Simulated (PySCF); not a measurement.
A structure optimised at B3LYP-D3(BJ)/def2-SVP, used in a PySCF frequency run:

```
Hf
Cl 1 2.2784
Cl 1 2.2784 2 107.83
Cl 1 2.2784 2 107.83 3 -116.19
```
Charge +1, spin multiplicity 1.

Task: Write its SMILES, formula and point group.

Result: [Cl][Hf+]([Cl])[Cl], Cl₃Hf, C3v

Task: What are its rotational constants (standard atomic weights)?

Result: 1.7729, 1.7729, 1.0513 GHz
